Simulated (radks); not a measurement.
Species: Eu3+. Configuration: [Kr] 4d10 4f6 5s1.5 5p6 6p0.5 (fractional occupations, a model configuration).

All-electron calculation, scalar-relativistic Kohn-Sham, r2SCAN, spin-unpolarised, spherical densities, finite nucleus; meta-GGA in the generalised Kohn-Sham scheme; Fermi nuclear charge, rms radius 5.1115 fm. Program: a radial shooting solver on a logarithmic mesh with Libxc functionals.

Energy parts (eV):
total: -295021.52
kinetic: 316048.35
electron-nucleus: -716963.01
Hartree: 112457.33
exchange-correlation: -6564.19

Orbitals (lengths in bohr, moments of r in powers of bohr; r(max) is where P^2 peaks):
orbital	occ.	eigenvalue (eV)	<r>	<r^2>	r(max)
1s	2	-48472.97	0.02232	0.0006795	0.01420
2s	2	-8011.465	0.09509	0.01068	0.08052
2p	6	-7138.561	0.08390	0.008595	0.06514
3s	2	-1799.619	0.2492	0.07094	0.2286
3p	6	-1526.518	0.2478	0.07115	0.2242
3d	10	-1161.414	0.2260	0.06003	0.1840
4s	2	-390.0502	0.5656	0.3608	0.5273
4p	6	-299.6059	0.5983	0.4068	0.5500
4d	10	-173.0498	0.6515	0.4920	0.5724
5s	1.5	-77.6365	1.345	2.027	1.219
5p	6	-54.8637	1.534	2.648	1.366
4f	6	-36.7317	0.8647	0.9565	0.5847
6p	0.5	-17.9046	3.769	15.72	3.504

The highest occupied level is 6p at -17.905 eV. The density falls to 0.001 e/bohr^3 at r = 3.92 bohr. Summed over all electrons, <r^2> = 41.85 bohr^2, which gives a Langevin (diamagnetic) susceptibility term of -33.1 x 10^-6 cm^3/mol. The electron density at the nucleus is 6.053e+05 e/bohr^3 (large components only).
